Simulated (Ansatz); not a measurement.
Total energies of B2As3⁻ (the lowest singlet isomer of a short search) from Ansatz at PBE0-D4/def2-TZVPD, gas phase (1 Eh = 27.2114 eV = 2625.5 kJ/mol). The reference geometry is relaxed at PBE-D4/def2-SVPD.

```xyz
5

B    -0.6748    0.0994    0.0201
B     0.8246   -0.6044    0.6431
As    1.3572    0.9395   -0.4447
As   -0.7588    0.7574   -1.7956
As   -0.7482   -1.1919    1.5772
```

```tsv
state	geometry	energy (Eh)
charge -1 singlet	reference	-6756.52648
charge 0 doublet	reference	-6756.43516
charge -1 triplet	relaxed at PBE-D4/def2-SVPD	-6756.51757
charge -1 quintet	relaxed at PBE-D4/def2-SVPD	-6756.45367
```

Task: Work out the vertical ionisation energy to the doublet.

Result: E(charge 0 doublet) − E(charge -1 singlet) = -6756.43516 − (-6756.52648) = 0.09132 Eh = 2.48 eV. For comparison, −ε of the highest occupied level is 0.92 eV at this level, 1.56 eV less.

Task: Which of the charge -1 states is lowest, and how far above it are the others?

Result: The singlet. triplet: -6756.51757 − (-6756.52648) = 0.00891 Eh = 23.4 kJ/mol; quintet: -6756.45367 − (-6756.52648) = 0.07281 Eh = 191.2 kJ/mol.

The structure comes from a short search, and lower isomers may exist.
